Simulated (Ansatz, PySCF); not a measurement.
Molecule: hydroxysilane, sum formula H$_{4}$SiO, net charge 0, singlet state. 
Coordinates optimised at B3LYP-D3(BJ)/def2-TZVP (Ansatz, a program for electronic structure):
SMILES: O[SiH3]
```xyz
6

Si    -0.5134    -0.0066    -0.1436
O      1.0508     0.0053     0.3904
H     -0.7688    -1.1431    -1.0634
H     -1.3498    -0.1404     1.0649
H     -0.8566     1.2474    -0.8595
H      1.7563     0.0863    -0.2554
```

Wanted: atomisation energy (electronic, to ground-state atoms), in kcal/mol. Cores are frozen in the correlated levels unless marked. UHF or UKS for open shells. Spin-orbit coupling is left out. No relativistic terms. The coupled-cluster limit lacks core correlation, which all-electron functionals hold. Basis-set limits of correlation are two-point, X^-3; Hartree-Fock from the larger set (for Q and 5 zeta extrapolated as (X+1)exp(-9√X)).

```csv
level,program,atomisation energy (kcal/mol),minus last row
HF/STO-3G,Ansatz,393.0,-70.5
"HF/CBS(cc-pV(Q+d)Z,cc-pV(5+d)Z)",Ansatz,343.3,-120.2
PBE0-D4/def2-TZVPD,Ansatz + dftd4,450.5,-13.0
r2SCAN0/def2-TZVPD,Ansatz,451.7,-11.8
M06-2X/def2-TZVPD,PySCF,460.3,-3.2
HSE06-D3(BJ)/def2-TZVPD,Ansatz + dftd3,450.6,-12.9
LC-wPBE-D4/def2-TZVPD,Ansatz + dftd4,455.1,-8.4
PBE-QIDH/def2-TZVPD,Ansatz,449.5,-14.0
MP2/def2-SVPD,Ansatz,435.9,-27.6
CCSD/aug-cc-pV(D+d)Z,Ansatz,427.4,-36.1
CCSD/def2-SVPD,Ansatz,430.6,-32.9
"CCSD/CBS(cc-pV(Q+d)Z,cc-pV(5+d)Z)",Ansatz,458.6,-4.9
CCSD(T)/def2-SVPD,Ansatz,433.7,-29.8
CCSD(T)/aug-cc-pV(T+d)Z,Ansatz,453.5,-10.0
"CCSD(T)/CBS(cc-pV(Q+d)Z,cc-pV(5+d)Z)",Ansatz,463.5,0.0
```
